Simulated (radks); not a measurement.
Q: Coulomb parameter of the 5d shell of the hafnium ion Hf+ in the model configuration [Xe] 4f14 5d2 6s1, as a second difference U = [E(n + 1) + E(n - 1) - 2 E(n)] / (1)^2 with all orbitals relaxed. "Bare": the charge of the atom changes with n. "Screened": the 6s shell takes up the change at fixed total charge, which measures U(5d,5d) + U(6s,6s) - 2 U(5d,6s). All-electron calculation, Dirac Kohn-Sham, PBE, spin-unpolarised, spherical densities, point nucleus; open shells are shared between the two j in proportion to 2j + 1. Program: a radial shooting solver on a logarithmic mesh with Libxc functionals. Estimate both.

A: U(bare) = 8.329 eV, U(screened by 6s) = 0.532 eV.
